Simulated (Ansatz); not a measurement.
B₇P₇H₂₀, a nanocrystal cut from zinc blende BP (hydrogen-capped). The state is a singlet with charge 0. Geometry PBE-D4/def2-SVP.

```xyz
34

B    -1.212   -1.616    2.249
B    -0.750    1.442   -2.507
B    -0.737   -1.462   -0.960
B    -1.203    1.264    0.747
B     1.261    0.467    2.707
B     1.725    0.611   -0.504
B     1.730   -2.272    0.991
P    -1.644    2.155   -0.917
P    -1.637   -0.653    0.596
P     0.731   -1.406    2.444
P    -1.197   -0.465   -2.558
P     1.169    1.527   -2.120
P     1.195   -1.284   -0.615
P     0.745    1.353    1.037
H    -1.515   -2.788    2.063
H    -1.812   -1.046    3.154
H    -1.056    2.030   -3.530
H    -1.054   -2.633   -1.090
H    -1.809    1.780    1.673
H     0.606    0.991    3.601
H     2.478    0.574    2.803
H     2.931    0.722   -0.352
H     1.364   -3.431    0.831
H     2.937   -2.105    1.123
H    -3.050    2.171   -1.186
H    -1.393    3.564   -0.879
H    -3.043   -0.721    0.321
H     1.090   -2.095    3.643
H    -2.582   -0.573   -2.904
H    -0.611   -1.012   -3.744
H     1.863    1.071   -3.286
H     1.550    2.906   -2.140
H     1.855   -1.813   -1.774
H     1.076    2.748    1.084
```

Single mean-field runs in def2-TZVP are fitted with def2-universal-jkfit.

Question: Estimate the orbital energies around the gap (eV) in Ansatz with PBE-D4/def2-SVP, PBE-D4/def2-TZVP, r2SCAN-D4/def2-TZVP, PBE0-D4/def2-SVP, PBE0-D4/def2-TZVP.

Answer: 
```json
{"orbital": "HOMO−5", "PBE-D4/def2-SVP": "-6.63", "PBE-D4/def2-TZVP": "-6.74", "r2SCAN-D4/def2-TZVP": "-6.99", "PBE0-D4/def2-SVP": "-7.82", "PBE0-D4/def2-TZVP": "-7.86"}
{"orbital": "HOMO−4", "PBE-D4/def2-SVP": "-6.63", "PBE-D4/def2-TZVP": "-6.74", "r2SCAN-D4/def2-TZVP": "-6.99", "PBE0-D4/def2-SVP": "-7.82", "PBE0-D4/def2-TZVP": "-7.86"}
{"orbital": "HOMO−3", "PBE-D4/def2-SVP": "-6.29", "PBE-D4/def2-TZVP": "-6.46", "r2SCAN-D4/def2-TZVP": "-6.73", "PBE0-D4/def2-SVP": "-7.54", "PBE0-D4/def2-TZVP": "-7.65"}
{"orbital": "HOMO−2", "PBE-D4/def2-SVP": "-6.21", "PBE-D4/def2-TZVP": "-6.30", "r2SCAN-D4/def2-TZVP": "-6.50", "PBE0-D4/def2-SVP": "-7.30", "PBE0-D4/def2-TZVP": "-7.33"}
{"orbital": "HOMO−1", "PBE-D4/def2-SVP": "-5.75", "PBE-D4/def2-TZVP": "-5.91", "r2SCAN-D4/def2-TZVP": "-6.12", "PBE0-D4/def2-SVP": "-6.88", "PBE0-D4/def2-TZVP": "-6.98"}
{"orbital": "HOMO", "PBE-D4/def2-SVP": "-5.75", "PBE-D4/def2-TZVP": "-5.91", "r2SCAN-D4/def2-TZVP": "-6.12", "PBE0-D4/def2-SVP": "-6.88", "PBE0-D4/def2-TZVP": "-6.98"}
{"orbital": "LUMO", "PBE-D4/def2-SVP": "-1.78", "PBE-D4/def2-TZVP": "-2.06", "r2SCAN-D4/def2-TZVP": "-1.87", "PBE0-D4/def2-SVP": "-0.99", "PBE0-D4/def2-TZVP": "-1.25"}
{"orbital": "LUMO+1", "PBE-D4/def2-SVP": "-1.78", "PBE-D4/def2-TZVP": "-2.06", "r2SCAN-D4/def2-TZVP": "-1.87", "PBE0-D4/def2-SVP": "-0.99", "PBE0-D4/def2-TZVP": "-1.25"}
{"orbital": "LUMO+2", "PBE-D4/def2-SVP": "-1.35", "PBE-D4/def2-TZVP": "-1.70", "r2SCAN-D4/def2-TZVP": "-1.43", "PBE0-D4/def2-SVP": "-0.56", "PBE0-D4/def2-TZVP": "-0.93"}
{"orbital": "LUMO+3", "PBE-D4/def2-SVP": "-1.24", "PBE-D4/def2-TZVP": "-1.60", "r2SCAN-D4/def2-TZVP": "-1.25", "PBE0-D4/def2-SVP": "-0.44", "PBE0-D4/def2-TZVP": "-0.80"}
{"orbital": "LUMO+4", "PBE-D4/def2-SVP": "-0.44", "PBE-D4/def2-TZVP": "-0.76", "r2SCAN-D4/def2-TZVP": "-0.38", "PBE0-D4/def2-SVP": "0.38", "PBE0-D4/def2-TZVP": "0.04"}
{"orbital": "LUMO+5", "PBE-D4/def2-SVP": "-0.44", "PBE-D4/def2-TZVP": "-0.76", "r2SCAN-D4/def2-TZVP": "-0.38", "PBE0-D4/def2-SVP": "0.39", "PBE0-D4/def2-TZVP": "0.05"}
```
